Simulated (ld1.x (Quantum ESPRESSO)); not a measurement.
**Cutoff test, lithium, TM**

* Element: lithium (Li)
* Generator: ld1.x (Quantum ESPRESSO) 7.5
* Type: norm-conserving Troullier–Martins (Kleinman–Bylander form)
* Functional: PBEsol
* Relativity: scalar-relativistic
* Frozen core: [He]
* Valence charge: 1
* Reference configuration: 2s0.75 2p0.25
* Partial waves: 2s (bound): rc 2.00 bohr; 2p (bound): rc 4.20 bohr; 3d channel at 0.15 Ry: rc 3.40 bohr
* Local potential: all-electron potential smoothed inside 3.75 bohr (lloc = -1)
* Core correction: Bessel-smoothed model core inside 1.20 bohr

The pseudo-atom Hamiltonian at the reference potential is diagonalised in spherical Bessel functions j_l(qr) that vanish at 20 bohr, with q² up to the cutoff. All-electron valence levels (Ry): 2s -0.2175, 2p -0.0877.

How do the lowest levels (Ry) of each channel move with the cutoff, and are there ghosts?

```json
{"cutoff (Ry)": "8", "s #1": "-0.2170", "s #2": "-0.0013", "p #1": "-0.0876", "d #1": "0.0363", "f #1": "0.0899", "f #2": "0.2148", "Σ f·Δε (mRy)": "0.4"}
{"cutoff (Ry)": "10", "s #1": "-0.2170", "s #2": "-0.0013", "p #1": "-0.0877", "d #1": "0.0363", "f #1": "0.0899", "f #2": "0.2148", "Σ f·Δε (mRy)": "0.3"}
{"cutoff (Ry)": "400", "s #1": "-0.2175", "s #2": "-0.0014", "p #1": "-0.0877", "d #1": "0.0363", "f #1": "0.0899", "f #2": "0.2148", "Σ f·Δε (mRy)": "0.0"}
```

Result: no extra level below or beside the all-electron valence levels (s, p, d, f tested); 10 mRy is reached at 6 Ry and 1 mRy at 6 Ry.
